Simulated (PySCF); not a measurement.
[(E)-2-silylethenyl]silane (C₂H₈Si₂), SMILES [SiH3]/C=C/[SiH3]. Atoms are numbered in the order given.

```xyz
12

Si     0.0351     2.3181     0.0000
C     -0.4434     0.5058     0.0000
C      0.4434    -0.5058     0.0000
Si    -0.0351    -2.3181     0.0000
H      1.5251     2.4284     0.0000
H     -0.5154     3.0092    -1.2073
H     -0.5154     3.0092     1.2073
H     -1.5159     0.2599     0.0000
H      1.5159    -0.2599     0.0000
H      0.5154    -3.0092     1.2073
H      0.5154    -3.0092    -1.2073
H     -1.5251    -2.4284     0.0000
```

Coordinates come from a PBE0-D3(BJ)/def2-SVP optimisation.

Calculation: B3LYP/def2-TZVP (PySCF).

Isolated molecule, no solvent.

The total energy comes out as -660.07276 hartree and the point group is C2h. The highest occupied level is -7.81 eV and the lowest empty level comes out as -1.21 eV. The orbital gap is 6.60 eV and the dipole moment is 0.00 D. The quadrupole, principal values (traceless, Buckingham form, about the centre of nuclear charge) comes out as -2.19, -1.14, 3.33 D·Å and the mean static polarisability is 81.9 bohr³ (12.13 Å³). The polarisability, principal values is 63.2, 70.8, 111.7 bohr³.
